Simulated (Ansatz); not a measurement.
Computed with Ansatz (a quantum-chemistry and plane-wave program) with B3LYP-D3(BJ)/def2-SVP. No frequencies were computed at this level.

Ansatz 0.2 input:
```yaml
crystal:
  periodic: [false, false, false]
  atoms:
    - { symbol: S, position_ang: [-2.440333, -0.273385, 1.925883] }
    - { symbol: Ge, position_ang: [-2.044289, 0.861194, 0.077507] }
    - { symbol: Ge, position_ang: [-0.402095, -0.191692, -1.344571] }
    - { symbol: Ge, position_ang: [0.224508, 0.847021, -3.431226] }
    - { symbol: S, position_ang: [1.700917, -0.328734, -4.572265] }
    - { symbol: H, position_ang: [-1.159291, -0.443839, 2.2268] }
    - { symbol: H, position_ang: [-3.400919, 0.998842, -0.578076] }
    - { symbol: H, position_ang: [-1.658336, 2.287911, 0.450202] }
    - { symbol: H, position_ang: [0.853232, -0.450415, -0.527023] }
    - { symbol: H, position_ang: [-0.841668, -1.619303, -1.627771] }
    - { symbol: H, position_ang: [0.878833, 2.199349, -3.251666] }
    - { symbol: H, position_ang: [-0.978043, 1.126127, -4.325271] }
    - { symbol: H, position_ang: [1.044779, -1.475343, -4.449496] }
basis:
  gaussian: { orbitals: def2-svp }
hamiltonian:
  xc: b3lyp
  dispersion: d3bj
relax:
  max_steps: 150
```

Output:

```
Functional definition: B3LYP
1797 factors; integrals over basis functions are off by at most 2.9e-4 eV
mean field evaluation 1: about -191332.6008 eV, gradient 3.0e1 eV
mean field evaluation 2: about -191332.6172 eV, gradient 3.1e1 eV
mean field evaluation 4: about -191334.0290 eV, gradient 8.4e-1 eV
mean field evaluation 8: about -191334.0417 eV, gradient 1.4e-2 eV
mean field -191334.04174512 eV, -7031.3963432618 hartree, gradient 3.1e-5 eV, S^2 0.000000; 0 other end points of the search recorded, 0 dependent functions left out
reference -191334.04208369 eV, -7031.3963557038 hartree; 68, 68 occupied and 104, 104 virtual orbitals, 1797 factors
relax step   1: F+E_penalty+E_count = -191334.76981628 eV  Δ(F+E_penalty+E_count) = +0.000e0 eV  max|allowed force component| = 8.351e-1 eV/Å  Δτ_max = 0.0000 Å  (25 SCF iters, accepted)
these checks for a lower state are left out or cut short: starts, cluster_reference, orbital_swaps, neighbouring_geometries, increment
1797 factors; integrals over basis functions are off by at most 3.2e-4 eV
mean field evaluation 16: about -191334.1667 eV, gradient 4.7e-1 eV
mean field -191334.17536934 eV, -7031.4012538610 hartree, gradient 8.8e-6 eV, S^2 0.000000; 0 other end points of the search recorded, 0 dependent functions left out
reference -191334.17570492 eV, -7031.4012661933 hartree; 68, 68 occupied and 104, 104 virtual orbitals, 1797 factors
relax step   2: F+E_penalty+E_count = -191334.90707423 eV  Δ(F+E_penalty+E_count) = -1.373e-1 eV  max|allowed force component| = 4.073e-1 eV/Å  Δτ_max = 0.1639 Å  (28 SCF iters, accepted)
these checks for a lower state are left out or cut short: starts, cluster_reference, orbital_swaps, neighbouring_geometries, increment
1797 factors; integrals over basis functions are off by at most 3.1e-4 eV
mean field -191334.18775926 eV, -7031.4017091824 hartree, gradient 1.3e-5 eV, S^2 0.000000; 0 other end points of the search recorded, 0 dependent functions left out
reference -191334.18809441 eV, -7031.4017214990 hartree; 68, 68 occupied and 104, 104 virtual orbitals, 1797 factors
relax step   3: F+E_penalty+E_count = -191334.91323192 eV  Δ(F+E_penalty+E_count) = -6.158e-3 eV  max|allowed force component| = 6.575e-1 eV/Å  Δτ_max = 0.1163 Å  (29 SCF iters, accepted)
these checks for a lower state are left out or cut short: starts, cluster_reference, orbital_swaps, neighbouring_geometries, increment
1797 factors; integrals over basis functions are off by at most 3.1e-4 eV
mean field evaluation 32: about -191334.2222 eV, gradient 3.4e-5 eV
mean field -191334.22218304 eV, -7031.4029742328 hartree, gradient 7.8e-6 eV, S^2 0.000000; 0 other end points of the search recorded, 0 dependent functions left out
reference -191334.22251953 eV, -7031.4029865988 hartree; 68, 68 occupied and 104, 104 virtual orbitals, 1797 factors
relax step   4: F+E_penalty+E_count = -191334.94867479 eV  Δ(F+E_penalty+E_count) = -3.544e-2 eV  max|allowed force component| = 1.391e-2 eV/Å  Δτ_max = 0.0667 Å  (28 SCF iters, accepted)
these checks for a lower state are left out or cut short: starts, cluster_reference, orbital_swaps, neighbouring_geometries, increment
1797 factors; integrals over basis functions are off by at most 3.1e-4 eV
mean field -191334.22448280 eV, -7031.4030587477 hartree, gradient 6.7e-6 eV, S^2 0.000000; 0 other end points of the search recorded, 0 dependent functions left out
reference -191334.22481940 eV, -7031.4030711172 hartree; 68, 68 occupied and 104, 104 virtual orbitals, 1797 factors
relax step   5: F+E_penalty+E_count = -191334.94873843 eV  Δ(F+E_penalty+E_count) = -6.364e-5 eV  max|allowed force component| = 1.362e-2 eV/Å  Δτ_max = 0.0283 Å  (29 SCF iters, accepted)
these checks for a lower state are left out or cut short: starts, cluster_reference, orbital_swaps, neighbouring_geometries, increment
1797 factors; integrals over basis functions are off by at most 3.1e-4 eV
mean field -191334.22389948 eV, -7031.4030373108 hartree, gradient 2.1e-5 eV, S^2 0.000000; 0 other end points of the search recorded, 0 dependent functions left out
reference -191334.22423592 eV, -7031.4030496750 hartree; 68, 68 occupied and 104, 104 virtual orbitals, 1797 factors
relax step   6: F+E_penalty+E_count = -191334.94906229 eV  Δ(F+E_penalty+E_count) = -3.239e-4 eV  max|allowed force component| = 2.896e-3 eV/Å  Δτ_max = 0.0150 Å  (23 SCF iters, accepted)
these checks for a lower state are left out or cut short: starts, cluster_reference, orbital_swaps, neighbouring_geometries, increment
1797 factors; integrals over basis functions are off by at most 3.1e-4 eV
mean field -191334.22373216 eV, -7031.4030311622 hartree, gradient 1.8e-5 eV, S^2 0.000000; 0 other end points of the search recorded, 0 dependent functions left out
reference -191334.22406851 eV, -7031.4030435227 hartree; 68, 68 occupied and 104, 104 virtual orbitals, 1797 factors
relax step   7: F+E_penalty+E_count = -191334.94912533 eV  Δ(F+E_penalty+E_count) = -6.303e-5 eV  max|allowed force component| = 3.250e-3 eV/Å  Δτ_max = 0.0110 Å  (23 SCF iters, accepted)
these checks for a lower state are left out or cut short: starts, cluster_reference, orbital_swaps, neighbouring_geometries, increment
1797 factors; integrals over basis functions are off by at most 3.1e-4 eV
mean field -191334.22380146 eV, -7031.4030337087 hartree, gradient 2.4e-5 eV, S^2 0.000000; 0 other end points of the search recorded, 0 dependent functions left out
reference -191334.22413772 eV, -7031.4030460659 hartree; 68, 68 occupied and 104, 104 virtual orbitals, 1797 factors
relax step   8: F+E_penalty+E_count = -191334.94917034 eV  Δ(F+E_penalty+E_count) = -4.501e-5 eV  max|allowed force component| = 5.230e-3 eV/Å  Δτ_max = 0.0133 Å  (23 SCF iters, accepted)
these checks for a lower state are left out or cut short: starts, cluster_reference, orbital_swaps, neighbouring_geometries, increment
1797 factors; integrals over basis functions are off by at most 3.2e-4 eV
mean field evaluation 64: about -191334.2239 eV, gradient 7.4e-4 eV
mean field -191334.22392792 eV, -7031.4030383561 hartree, gradient 2.2e-5 eV, S^2 0.000000; 0 other end points of the search recorded, 0 dependent functions left out
reference -191334.22426411 eV, -7031.4030507107 hartree; 68, 68 occupied and 104, 104 virtual orbitals, 1797 factors
relax step   9: F+E_penalty+E_count = -191334.94920088 eV  Δ(F+E_penalty+E_count) = -3.054e-5 eV  max|allowed force component| = 4.045e-3 eV/Å  Δτ_max = 0.0134 Å  (23 SCF iters, accepted)
1797 factors; integrals over basis functions are off by at most 3.2e-4 eV
mean field -191334.22392792 eV, -7031.4030383561 hartree, gradient 2.2e-5 eV, S^2 0.000000; 1 other end points of the search recorded, 0 dependent functions left out
reference -191334.22426411 eV, -7031.4030507107 hartree; 68, 68 occupied and 104, 104 virtual orbitals, 1797 factors
Total energy: -191334.94953706 eV, -7031.4297040003 hartree
Atom 0 at    -2.434851    -0.299805     1.919052 Å, force     0.002964    -0.000425     0.002103 eV/Å
Atom 1 at    -2.048398     0.868624     0.026055 Å, force    -0.003912    -0.001312     0.001413 eV/Å
Atom 2 at    -0.365949    -0.282570    -1.320050 Å, force     0.000642    -0.003043     0.001192 eV/Å
Atom 3 at     0.209945     0.878279    -3.390937 Å, force     0.004045     0.001361    -0.001404 eV/Å
Atom 4 at     1.727813    -0.333380    -4.542356 Å, force    -0.000370    -0.003832    -0.001271 eV/Å
Atom 5 at    -1.140561    -0.285902     2.315005 Å, force    -0.003577    -0.000430    -0.001113 eV/Å
Atom 6 at    -3.418672     0.908021    -0.679895 Å, force     0.001413     0.000220     0.001822 eV/Å
Atom 7 at    -1.611196     2.313494     0.362119 Å, force     0.000193     0.001960    -0.001852 eV/Å
Atom 8 at     0.914697    -0.451343    -0.472479 Å, force    -0.001494     0.000294    -0.001091 eV/Å
Atom 9 at    -0.892314    -1.691509    -1.673339 Å, force     0.000882     0.001908     0.000222 eV/Å
Atom 10 at     0.923580     2.217712    -3.118499 Å, force    -0.000621    -0.002088    -0.001211 eV/Å
Atom 11 at    -1.042985     1.140459    -4.258711 Å, force    -0.002743     0.001979     0.000688 eV/Å
Atom 12 at     0.956185    -1.444346    -4.592939 Å, force     0.002579     0.003407     0.000504 eV/Å
Dipole moment:    -0.029352     0.062529    -0.019031 e Å
```

Cost: about 2.7 core-minutes (a rough figure).
